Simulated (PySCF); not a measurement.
**Two-photon absorption: `C1(B(C)C)=CC=C([O-])B1`, [C6H9B2O]-, charge -1**

Geometry:
```
atom   x (Å)   y (Å)   z (Å)
  C1  -1.979  -1.230  -0.057
  B2  -1.086   0.114  -0.030
  C3  -1.883   1.513   0.000
  C4   0.411   0.080  -0.010
  C5   1.168  -1.143  -0.037
  C6   2.528  -1.009   0.005
  C7   2.886   0.383   0.067
  O8   4.045   0.829   0.114
  B9   1.446   1.179   0.060
 H10  -3.051  -1.039  -0.133
 H11  -1.710  -1.876  -0.895
 H12  -1.825  -1.821   0.848
 H13  -1.749   2.010   0.962
 H14  -2.958   1.410  -0.159
 H15  -1.505   2.203  -0.753
 H16   0.688  -2.118  -0.089
 H17   3.240  -1.826  -0.011
 H18   1.325   2.348   0.107
```

Total charge -1.

Method: PySCF 2.14.0, TDDFT CAM-B3LYP/def2-SVPD excited states, vertical, gas phase. Geometry: GFN2-xTB.

For a gas-phase anion, states above the detachment energy (about 2.3 eV, taken as minus the energy of the highest occupied orbital) lie in the continuum and depend on the basis.

(1) How strongly do the lowest singlets absorb one photon, and two photons of half the energy?

Results:

(1) δ for parallel linear polarisation; σ at the peak of a Lorentzian of half width 0.1 eV, single beam; Ω is circular over linear.
```
state  E (eV)      f  photon λ (nm)  δ (au)  σ (GM)     Ω                                main
   S1    2.14  0.011           1160     147    0.25  1.01                      HOMO→LUMO 0.99
   S2    2.39  0.000           1036    0.26    0.00  1.42                    HOMO−1→LUMO 0.97
   S3    4.09  0.005            607     110    0.67  1.47                    HOMO→LUMO+1 0.92
   S4    4.60  0.392            539    7950   61.70  0.64                    HOMO→LUMO+3 0.94
   S5    4.88  0.000            508    30.7    0.27  1.50  HOMO−2→LUMO 0.69, HOMO−4→LUMO 0.11
```

Among these, the strongest one-photon state is S4, the strongest two-photon state S4. Half the energy of S3, S4, S5 comes within 0.4 eV of the allowed S1 or passes it, which inflates δ.
